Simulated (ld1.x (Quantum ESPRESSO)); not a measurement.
**tungsten, PAW: configuration errors across variants**

ld1.x (Quantum ESPRESSO) 7.5 input, shortened:

```
&input
   title='W', zed=74., rel=2, dft='PZ', iswitch=3,
   config='[Xe] 4f14 5d4 6s2 6p0', rel_dist='average'
 /
 &inputp
   pseudotype=3, lpaw=.true., tm=.true., lloc=-1, rcloc=1.30,
   nlcc=.true., rcore=0.95,
   which_augfun='PSQ', rmatch_augfun=1.55
 /
6
5S  1  0   2.00   0.00  1.35  1.60  0.0
6S  2  0   2.00   0.00  1.35  1.60  0.0
5P  2  1   6.00   0.00  1.65  1.90  0.0
6P  3  1   0.00   0.00  1.65  1.90  0.0
5D  3  2   4.00   0.00  1.50  1.90  0.0
5D  3  2   0.00   0.45  1.50  1.90  0.0
 &test
   configts(1)='5s2 5p6 5d4 6s2 6p0'
 /
```

Open shells are filled in proportion to 2j + 1 (rel_dist='average').

All-electron excitation energies from the reference (eV): (1) 5s2 5p6 5d4 6s1 6p0 9.136; (2) 5s2 5p6 5d4 6s0 6p0 25.163; (3) 5s2 5p6 5d3 6s0 6p0 50.859; (4) 5s2 5p6 5d3 6s2 6p0 9.064; (5) 5s2 5p6 5d4.5 6s1.5 6p0 0.693; (6) 5s2 5p6 5d4 6s0 6p1 14.636; (7) 5s2 5p6 5d5 6s0 6p0 9.984.

2 further variants failed, have other tests or too few solved ones, and are left out.

Errors AE − PS in meV (a dash: test not solved or not reliable):

```tsv
change	(1)	(2)	(3)	(4)	(5)	(6)	(7)	bound ghosts
base	+0.2	+0.3	-14	-3.6	-0.4	+0.8	-1.7	not determined
augmentation BESSEL, radius 1.45 bohr	+0.3	+0.9	-13	-3.6	-0.3	+1.5	-1.1	not determined
local potential all-electron potential smoothed inside 1.38 bohr (lloc = -1)	+0.4	+0.9	-14	-3.4	-0.4	+1.3	-1.1	not determined
core correction a·sin(br)/r model core inside 1.02 bohr	+0.1	+0.2	-14	-3.6	-0.4	+0.6	-1.8	not determined
waves 5s (bound): rcut 1.28, rcutus 1.36 bohr; 6s (bound): rcut 1.28, rcutus 1.36 bohr	-0.1	-0.2	-15	-4.1	-0.4	+0.2	-2.1	not determined
wave 5d channel at 0.45 Ry: rcut 1.50, rcutus 1.90 bohr becomes 5d channel at -0.1 Ry: rcut 1.50, rcutus 1.90 bohr	+0.2	+0.3	-14	-3.6	-0.4	+0.8	-1.7	not determined
```

(1) Give the same row for: waves 5d (bound): rcut 1.50, rcutus 2.16 bohr; 5d channel at 0.45 Ry: rcut 1.50, rcutus 2.16 bohr.

Results:

(1) +0.3, +0.7, -14, -3.6, -0.3, +1.0, -0.9; bound ghosts: not determined.
